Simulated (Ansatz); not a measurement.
Tuning the range parameter of LC-ωPBE so that −HOMO meets the ionisation energy; basis def2-SVP, Ansatz. System: Cd6Te6H18. Charge 0, multiplicity 1. Geometry: PBE-D4/def2-SVP. The ionised state is a doublet.

Geometry of the singlet:

Cartesian coordinates in Å:
```
Te -1.5296 3.5789 -1.1595
Cd -1.6219 2.8232 1.6140
Cd -2.9005 -1.9211 -0.7270
Te -2.0025 -0.4146 1.5480
Te 1.1666 3.1930 2.2134
Cd -0.1730 -2.3074 2.6951
Cd 0.0526 2.0439 -3.0068
Te -0.6254 -1.0559 -2.2525
Te 2.6255 2.5100 -1.8090
Cd 3.1437 1.5950 0.8681
Cd 1.3040 -2.9998 -1.3879
Te 1.9163 -1.4244 0.9341
H -3.9450 0.7396 -1.5432
H -3.0271 2.9540 -1.5976
H -2.9458 2.9697 2.6892
H -4.5551 0.2917 -1.6908
H -4.2299 -2.9249 -1.0385
H -3.3137 -0.7168 2.5542
H 1.1799 2.3613 3.6738
H 0.6987 0.0785 4.2271
H 0.6488 -0.4403 4.7954
H -0.2839 -3.4805 3.9129
H -0.2858 1.7308 -4.6553
H -1.0416 -1.7764 -3.7122
H 3.4544 1.2895 -2.6139
H 3.2008 -1.0921 -2.6454
H 4.6256 1.0197 1.5032
H 1.8524 -4.4836 -1.9956
H 3.4559 -1.7592 -2.9361
H 3.1555 -2.3820 1.5427
```

In the def2 sets Cd, Te take a core potential; there is no spin–orbit coupling. Single mean-field runs in def2-SVP are fitted with def2-universal-jkfit. In the singlet geometry the species has come apart into loosely held pieces. In the singlet, H20 and H21 lie 0.77 Å apart, H26 and H29 lie 0.77 Å apart, H13 and H16 lie 0.77 Å apart (atoms count from 1), so H2 has formed as a molecule. In the doublet geometry the species has come apart into loosely held pieces.

```
ω (1/bohr)  HOMO (eV)  LUMO (eV)  vertical IE (eV)  HOMO + IE (eV)
       0.1      -7.04      -1.46              7.47            0.43
      0.15      -7.54      -1.02              7.69            0.15
       0.3      -8.56      -0.46              8.25           -0.31
```

Question: Estimate the row for 0.2 bohr⁻¹.

Answer: 
| ω (1/bohr) | HOMO (eV) | LUMO (eV) | vertical IE (eV) | HOMO + IE (eV) |
| --- | --- | --- | --- | --- |
| 0.2 | -7.95 | -0.73 | 7.92 | -0.03 |

Question: Where does the tuning condition hold?

Answer: Near ω = 0.19 bohr⁻¹, by linear interpolation.
